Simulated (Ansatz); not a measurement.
Saddle point of SiAsH$_{7}$O$_{2}$, singlet (SiH₄O₂ ([OH][SiH2][OH]) + AsH₃ → SiAsH₅O ([OH][SiH2][AsH2]) + H₂O; bonds formed: Si1–As7, O2–H6; bonds broken: Si1–O2, H6–As7), PBE0-D4/def2-TZVP structure:

```
atom    x (Å)    y (Å)    z (Å)
 Si1   0.2772  -0.4369  -0.9872
  O2   1.0015  -0.7721   0.6604
  H3   1.1987  -1.4247  -1.6173
  H4  -1.0728  -1.0190  -1.1594
  O5   0.7413   0.9233  -1.7620
  H6   0.2795  -0.2639   1.2114
 As7  -1.2378   1.2066   0.7564
  H8   1.2451  -1.6759   0.9189
  H9   0.2539   1.7101  -1.4984
 H10  -2.1291   0.1616   1.4099
 H11  -0.5575   1.5908   2.0673
```

Energies are electronic, without zero-point energy. Barriers and step energies count from the start structure reached by relaxing down the imaginary mode; all methods use the PBE0-D4 structures, on which another method's saddle can fall below an end. Ansatz 0.2.0; basis: def2-TZVPP, with def2-QZVPP for the basis limit; cores frozen in the correlated methods. Filled d shells of the heavier atoms are correlated. The def2 sets are not built for correlating such inner shells, so the correlated values are less sure here. B3LYP uses VWN-RPA correlation. Extrapolation: Hartree–Fock as exp(−7.88 √X), correlation as X^−2.97.

```
      method  barrier (kcal/mol)  step energy (kcal/mol)
       SPW92               34.53                   19.16
      PBE-D4               41.47                   17.70
     BLYP-D4               47.47                   21.10
   r2SCAN-D4               46.12                   20.61
      B97M-V               51.42                   22.33
     PBE0-D4                   ?                   18.68
    B3LYP-D4               50.06                   21.74
  r2SCAN0-D4               47.94                   20.81
    BHLYP-D4                   ?                   23.14
CAM-B3LYP-D4               52.10                   23.38
     wB97X-V               51.44                   21.48
     wB97M-V               48.91                   21.43
      B2PLYP               51.51                   22.19
    PBE-QIDH                   ?                   20.39
  RPA on PBE               53.27                   21.92
          HF               66.17                   25.73
         MP2               50.03                   21.56
        CCSD               54.43                   22.19
     CCSD(T)               51.76                   21.64
```

(1) Fill in the withheld barriers. (An estimate is asked for; the value comes from the calculation.)

The T1 diagnostic stays at or below 0.013.

Answers

(1) Computed: BHLYP-D4 54.46; PBE-QIDH 48.64; PBE0-D4 45.18 kcal/mol. Each is the energy of the saddle less that of the start structure, by the same method.

For comparison, the barrier by CCSD(T) at an estimated basis limit (MP2 extrapolated from triple and quadruple zeta, plus CCSD(T) − MP2 in triple zeta) is 50.02 kcal/mol.

Labels in which every atom is bracketed show which atoms are joined, not bond orders.

For scale, one of the runs: CCSD(T)/def2-TZVPP, 250 basis functions, launched by `ansatz run in.yaml --threads 8 --pin off --events-out ev --progress --plain --max-ram 19148MiB`. Time: 2.2 min of wall clock on 8 CPU threads of an Arm Neoverse V1; the host was shared. Peak host memory: 5.4 GiB.
